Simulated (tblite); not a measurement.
Species: C₄H₁₂SSeSi₂.
Numbering: `[CH3:1][S:2]/[CH:3]=[CH:4]/[C:5]([SiH3:6])([SiH3:7])[SeH:8]` (hydrogens: H9, H10, H11 on C1; H12 on C3; H13 on C4; H14, H15, H16 on Si6; H17, H18, H19 on Si7; H20 on Se8)

Computed with GFN2-xTB (tblite), gas phase: L-BFGS steps from a force-field or distance-geometry start until the largest atomic force falls under 0.01 eV/Å.

Geometry at step 49:
```
atom  x, y, z in Å
C1      3.2290   -0.2014   -1.0233
S2      2.3667    1.3320   -1.4834
C3      0.9373    1.2474   -0.4532
C4      0.0964    0.2221   -0.3997
C5     -1.0655    0.0966    0.5093
Si6    -0.4920   -0.9842    1.9954
Si7    -2.6445   -0.4787   -0.4191
Se8    -1.5730    1.8380    1.3659
H9      4.1086   -0.2713   -1.6514
H10     2.5886   -1.0593   -1.1899
H11     3.5337   -0.1460    0.0170
H12     0.7751    2.1619    0.1053
H13     0.2793   -0.6610   -1.0106
H14     0.5842   -0.2553    2.6697
H15    -1.6162   -1.2077    2.9025
H16     0.0268   -2.2436    1.4566
H17    -3.0132    0.5480   -1.4089
H18    -2.3271   -1.7333   -1.1064
H19    -3.7343   -0.6598    0.5393
H20    -2.0650    2.4664    0.1479
```

Question: Give the atomic forces at this geometry.

Answer: 
```json
{"atom": "C1", "Fx (eV/Å)": "0.028", "Fy (eV/Å)": "-0.083", "Fz (eV/Å)": "0.028"}
{"atom": "S2", "Fx (eV/Å)": "0.050", "Fy (eV/Å)": "0.032", "Fz (eV/Å)": "-0.018"}
{"atom": "C3", "Fx (eV/Å)": "-0.062", "Fy (eV/Å)": "0.067", "Fz (eV/Å)": "-0.080"}
{"atom": "C4", "Fx (eV/Å)": "0.104", "Fy (eV/Å)": "0.018", "Fz (eV/Å)": "0.034"}
{"atom": "C5", "Fx (eV/Å)": "-0.053", "Fy (eV/Å)": "0.059", "Fz (eV/Å)": "-0.057"}
{"atom": "Si6", "Fx (eV/Å)": "-0.040", "Fy (eV/Å)": "-0.022", "Fz (eV/Å)": "0.001"}
{"atom": "Si7", "Fx (eV/Å)": "-0.043", "Fy (eV/Å)": "-0.035", "Fz (eV/Å)": "-0.050"}
{"atom": "Se8", "Fx (eV/Å)": "-0.046", "Fy (eV/Å)": "-0.065", "Fz (eV/Å)": "0.015"}
{"atom": "H9", "Fx (eV/Å)": "0.035", "Fy (eV/Å)": "0.038", "Fz (eV/Å)": "-0.093"}
{"atom": "H10", "Fx (eV/Å)": "-0.038", "Fy (eV/Å)": "-0.042", "Fz (eV/Å)": "-0.011"}
{"atom": "H11", "Fx (eV/Å)": "-0.055", "Fy (eV/Å)": "0.010", "Fz (eV/Å)": "0.057"}
{"atom": "H12", "Fx (eV/Å)": "-0.027", "Fy (eV/Å)": "-0.095", "Fz (eV/Å)": "-0.047"}
{"atom": "H13", "Fx (eV/Å)": "-0.045", "Fy (eV/Å)": "0.131", "Fz (eV/Å)": "0.123"}
{"atom": "H14", "Fx (eV/Å)": "0.000", "Fy (eV/Å)": "0.002", "Fz (eV/Å)": "-0.002"}
{"atom": "H15", "Fx (eV/Å)": "-0.003", "Fy (eV/Å)": "0.003", "Fz (eV/Å)": "-0.031"}
{"atom": "H16", "Fx (eV/Å)": "-0.037", "Fy (eV/Å)": "0.018", "Fz (eV/Å)": "-0.005"}
{"atom": "H17", "Fx (eV/Å)": "0.086", "Fy (eV/Å)": "-0.068", "Fz (eV/Å)": "0.095"}
{"atom": "H18", "Fx (eV/Å)": "0.009", "Fy (eV/Å)": "0.002", "Fz (eV/Å)": "0.018"}
{"atom": "H19", "Fx (eV/Å)": "0.085", "Fy (eV/Å)": "0.011", "Fz (eV/Å)": "-0.003"}
{"atom": "H20", "Fx (eV/Å)": "0.050", "Fy (eV/Å)": "0.019", "Fz (eV/Å)": "0.024"}
```

The largest, 0.19 eV/Å, acts on H13; the rms over all components is 0.052 eV/Å. The forces sum to zero within rounding, as they must for an isolated molecule in no field.

Question: Give the force on H13 in Eh/bohr and in nN.

Answer: 0.185 eV/Å ÷ 51.422 = 0.00360 Eh/bohr, and 0.185 eV/Å × 1.602 = 0.30 nN.

Question: How far is this geometry from the end of the optimisation?

Answer: 0.124 eV above it, and 0.553 Å rms away after alignment. The bonds farthest from their final lengths, with half the difference of the two atoms' forces along the bond (positive lengthens):

| bond | now (Å) | final (Å) | force along bond (eV/Å) |
| --- | --- | --- | --- |
| S2–C3 | 1.764 | 1.750 | +0.03 |
| C5–Se8 | 2.006 | 1.994 | -0.04 |
| Si7–H17 | 1.473 | 1.465 | -0.08 |
| C4–H13 | 1.089 | 1.083 | -0.08 |
| Si7–H19 | 1.463 | 1.459 | -0.04 |
| C1–S2 | 1.818 | 1.815 | +0.05 |

The angle farthest from its final value is S2–C3–C4, 125.0° against 128.0°.

Of the 2 listed bonds off by 0.010 Å or more, this force points towards the final length in 1.

What follows is the cost of the whole relaxation. The run took 2.2 s wall on one thread, Arm Neoverse V1 (aarch64), on a shared host.
